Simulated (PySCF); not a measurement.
# Splitting trees

Cartesian coordinates in Å; atom numbers follow the order of the lines, from 1:
```xyz
16

B     0.183    0.394    0.367
C     1.749    0.308    0.231
H     2.008    0.602   -0.804
H     2.184   -0.686    0.413
H     2.256    1.048    0.872
C    -0.527    1.797    0.400
H    -1.477    1.807   -0.160
H     0.094    2.650    0.090
H    -0.813    1.967    1.457
C    -0.684   -0.926    0.417
C    -0.757   -1.528   -0.994
H    -1.706   -0.743    0.790
H    -0.215   -1.663    1.091
H    -1.353   -2.454   -1.012
H    -1.221   -0.831   -1.710
H     0.244   -1.774   -1.382
```

Method: PBE0-D3(BJ)/def2-SVP structure, J: B3LYP/pcJ-1 (spin–dipole term only in couplings to heteroatoms), shielding tensors at B3LYP/pcSseg-1 (GIAO), in PySCF 2.14 (relativity neglected, rapidly exchanging positions averaged, no solvent model, one conformer).

Chemical shifts δ = σref − σ; TMS for ¹H (σ = 31.38 ppm), all at this level.

Spectrometer: 600 MHz for ¹H. First-order analysis; couplings under 1 Hz (under 4 Hz in carbon signals) are ignored, and nearly equal couplings are merged; the smaller ones broaden or split the lines further.

(1) What pattern does H14/H15/H16 show (¹H)?

(2) What pattern does H12/H13 show (¹H)?

## Answers

(1) A triplet at δ 0.90: 9.4 Hz to H12/H13 (2 × ¹H, 3 bonds away). Lines in Hz from the centre (relative intensity): +9.4 (1), +0.0 (2), -9.4 (1). The outer lines are 18.8 Hz apart, the sum of the couplings kept, or 0.031 ppm at this field.

(2) A quartet at δ 1.14: 9.4 Hz to H14/H15/H16 (3 × ¹H, 3 bonds away). Lines in Hz from the centre (relative intensity): +14.1 (1), +4.7 (3), -4.7 (3), -14.1 (1). The outer lines are 28.2 Hz apart, the sum of the couplings kept, or 0.047 ppm at this field.

Unscaled 3J(H,H) at this level run about 10 % above measured values.
